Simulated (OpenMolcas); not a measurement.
**OpenMolcas run: Nb III**

Input:

```
&GATEWAY
Coord
1

Nb 0.0 0.0 0.0
Basis=ANO-RCC-VTZP
Group=XYZ
NoMove
AngMom=0.0 0.0 0.0
AMFI
&SEWARD
* reference wave functions (RASSCF and RASSI steps not shown): 3 electrons in 5 orbitals (4d)
>>> COPY JOB001 $Project.JobIph
&CASPT2
XMultistate=10 1 2 3 4 5 6 7 8 9 10
Frozen=8 6
IPEA=0.25
Imaginary=0.1
MaxIter=60
WThr=0.0 0.3 0.05
PrWF=0.5
NoMix
>>> COPY JOB002 $Project.JobIph
&CASPT2
XMultistate=40 1 2 3 4 5 6 7 8 9 10 11 12 13 14 15 16 17 18 19 20 21 22
23 24 25 26 27 28 29 30 31 32 33 34 35 36 37 38 39 40
Frozen=8 6
IPEA=0.25
Imaginary=0.1
MaxIter=60
WThr=0.0 0.3 0.05
PrWF=0.5
NoMix
```

Launched by
```bash
OMP_NUM_THREADS=1 MOLCAS_MEM=1689 MOLCAS_PROJECT=a pymolcas a.inp > a.log  # once for each step of the input, in one work folder
```

Output, cut to the results:

```
--- CASPT2 ---
Orbital specifications:
      -----------------------

      Symmetry species                           1   2
                                                ag  au
      Frozen orbitals                            8   6
      Inactive orbitals                          1   3
      Active orbitals                            5   0
      Secondary orbitals                        22  23
      Deleted orbitals                           0   0
      Number of basis functions                 36  32
Type of calculation                        XMS-CASPT2
      Fock operator                              state-average
      IPEA shift                                 0.25
      Real shift                                 0.00
      Imaginary shift                            0.10
      The input orbitals will be transformed to quasi-canonical
      The input states will be rotated to diagonalize the Fock operator
Reference energy:       -3816.0980420485
      E2 (Non-variational):      -0.2906173149
      Shift correction:          -0.0001918675
      E2 (Variational):          -0.2908091824
      Total energy:           -3816.3888512309
      Residual norm:              0.0000007183
      Reference weight:           0.93823
      Contributions to the CASPT2 correlation energy
      Active & Virtual Only:         -0.0205822739
      One Inactive Excited:          -0.1238183914
      Two Inactive Excited:          -0.1462166496
Reference energy:       -3816.0980420485
      E2 (Non-variational):      -0.2924350616
      Shift correction:          -0.0001958947
      E2 (Variational):          -0.2926309563
      Total energy:           -3816.3906730048
      Residual norm:              0.0000007291
      Reference weight:           0.93764
      Contributions to the CASPT2 correlation energy
      Active & Virtual Only:         -0.0220215739
      One Inactive Excited:          -0.1235509562
      Two Inactive Excited:          -0.1468625314
::    XMS-CASPT2 Root  1     Total energy:  -3816.38711823
::    XMS-CASPT2 Root  2     Total energy:  -3816.38696183
::    XMS-CASPT2 Root  3     Total energy:  -3816.38677420
::    XMS-CASPT2 Root  4     Total energy:  -3816.38667958
::    XMS-CASPT2 Root  5     Total energy:  -3816.38645333
::    XMS-CASPT2 Root  6     Total energy:  -3816.38637993
::    XMS-CASPT2 Root  7     Total energy:  -3816.38626731
::    XMS-CASPT2 Root  8     Total energy:  -3816.34893082
::    XMS-CASPT2 Root  9     Total energy:  -3816.34870344
::    XMS-CASPT2 Root 10     Total energy:  -3816.34844931
--- CASPT2 ---
Orbital specifications:
      -----------------------

      Symmetry species                           1   2
                                                ag  au
      Frozen orbitals                            8   6
      Inactive orbitals                          1   3
      Active orbitals                            5   0
      Secondary orbitals                        22  23
      Deleted orbitals                           0   0
      Number of basis functions                 36  32
Type of calculation                        XMS-CASPT2
      Fock operator                              state-average
      IPEA shift                                 0.25
      Real shift                                 0.00
      Imaginary shift                            0.10
      The input orbitals will be transformed to quasi-canonical
      The input states will be rotated to diagonalize the Fock operator
Reference energy:       -3816.0468216919
      E2 (Non-variational):      -0.3169782103
      Shift correction:          -0.0007078411
      E2 (Variational):          -0.3176860514
      Total energy:           -3816.3645077433
      Residual norm:              0.0000003542
      Reference weight:           0.92091
      Contributions to the CASPT2 correlation energy
      Active & Virtual Only:         -0.0413660735
      One Inactive Excited:          -0.1226958862
      Two Inactive Excited:          -0.1529162506
Reference energy:       -3816.0468216919
      E2 (Non-variational):      -0.3161327430
      Shift correction:          -0.0007030732
      E2 (Variational):          -0.3168358162
      Total energy:           -3816.3636575081
      Residual norm:              0.0000003478
      Reference weight:           0.92155
      Contributions to the CASPT2 correlation energy
      Active & Virtual Only:         -0.0411720088
      One Inactive Excited:          -0.1221524364
      Two Inactive Excited:          -0.1528082978
::    XMS-CASPT2 Root  1     Total energy:  -3816.34913214
::    XMS-CASPT2 Root  2     Total energy:  -3816.34876662
::    XMS-CASPT2 Root  3     Total energy:  -3816.34806780
::    XMS-CASPT2 Root  4     Total energy:  -3816.34726569
::    XMS-CASPT2 Root  5     Total energy:  -3816.34697141
::    XMS-CASPT2 Root  6     Total energy:  -3816.34643877
::    XMS-CASPT2 Root  7     Total energy:  -3816.34628871
::    XMS-CASPT2 Root  8     Total energy:  -3816.34617265
::    XMS-CASPT2 Root  9     Total energy:  -3816.34608657
::    XMS-CASPT2 Root 10     Total energy:  -3816.34340232
::    XMS-CASPT2 Root 11     Total energy:  -3816.34285652
::    XMS-CASPT2 Root 12     Total energy:  -3816.34167523
::    XMS-CASPT2 Root 13     Total energy:  -3816.33433483
::    XMS-CASPT2 Root 14     Total energy:  -3816.33366993
::    XMS-CASPT2 Root 15     Total energy:  -3816.33346260
::    XMS-CASPT2 Root 16     Total energy:  -3816.33335281
::    XMS-CASPT2 Root 17     Total energy:  -3816.33236527
::    XMS-CASPT2 Root 18     Total energy:  -3816.33209214
::    XMS-CASPT2 Root 19     Total energy:  -3816.33168366
::    XMS-CASPT2 Root 20     Total energy:  -3816.33150227
::    XMS-CASPT2 Root 21     Total energy:  -3816.33087795
::    XMS-CASPT2 Root 22     Total energy:  -3816.33054030
::    XMS-CASPT2 Root 23     Total energy:  -3816.33015073
::    XMS-CASPT2 Root 24     Total energy:  -3816.32996254
...
```

In XMS-CASPT2 the single-state energies belong to rotated reference states; over a whole degenerate manifold the rotation is arbitrary, and only the multistate roots count.

Levels above the lowest, from the spin-orbit matrix with the multistate effective Hamiltonian, averaged by term, added to it:

```
Configuration   Term     J  E (cm⁻¹)  Measured (cm⁻¹)      g  Term weight %  Second
          4d³     ⁴F   3/2       0.0              0.0  0.402             99        
          4d³     ⁴F   5/2       520              516  1.029            100        
          4d³     ⁴F   7/2      1185             1177  1.238            100        
          4d³     ⁴F   9/2      1953             1939  1.332             99        
          4d³     ⁴P   3/2      8710             8608  1.612             74   23 ²P
          4d³     ⁴P   1/2      8810             8664  2.387             86   14 ²P
          4d³     ²G   7/2      9530             9236  0.890            100        
          4d³     ⁴P   5/2      9760             9594  1.596             99        
          4d³     ²G   9/2     10110             9804  1.099             92    7 ²H
          4d³     ²P   1/2     10770                   0.949             86   14 ⁴P
          4d³     ²P   3/2     11070                   1.319             53   25 ⁴P
          4d³  ²D(1)   3/2     13220                   0.934             74   24 ²P
          4d³  ²D(1)   5/2     13430            13094  1.204             98        
          4d³     ²H   9/2     13460            12916  0.924             93    7 ²G
          4d³     ²H  11/2     13810            13264  1.091            100        
          4d³     ²F   7/2     21010            19861  1.143            100        
          4d³     ²F   5/2     21250            19975  0.859             99        
          4d³  ²D(2)   5/2     32510                   1.199             99        
          4d³  ²D(2)   3/2     32830                   0.800            100
```

Against the 13 measured excited levels shown (the list in Shadmi, J. Res. Natl. Bur. Stand. 70A, 435 (1966)) the mean absolute deviation is 380 cm-1; the largest miss in energy is 4d³ ²F_5/2: computed 21250, measured 19975 cm⁻¹ (+6.4 %).

CASPT2 breaks the degeneracy within a term, and the mean is taken; among the terms shown or strongly mixed into the levels shown the widest spread is 1100 cm-1 (4d³ ²H). Levels of configurations with an s electron are missing; early in the row they begin among the upper levels of the d shell and mix with terms of their name. The CASPT2 spread within a term exceeds the gap to the next term for 4d³ ⁴P and 4d³ ²G, 4d³ ²D(1) and 4d³ ²H, so the order of their levels is uncertain. Computed and measured levels are paired by configuration, term and J; levels that our copy of the source lacks, or whose pairing is in doubt (as where it misses far off the trend of its configuration), stay unpaired and out of the deviations. Only configurations of the active space appear.

The term weight is that of the spin-free term in the level, not the purity of its configuration. A number in round brackets counts repeated terms of one configuration in the order of the reference energies.
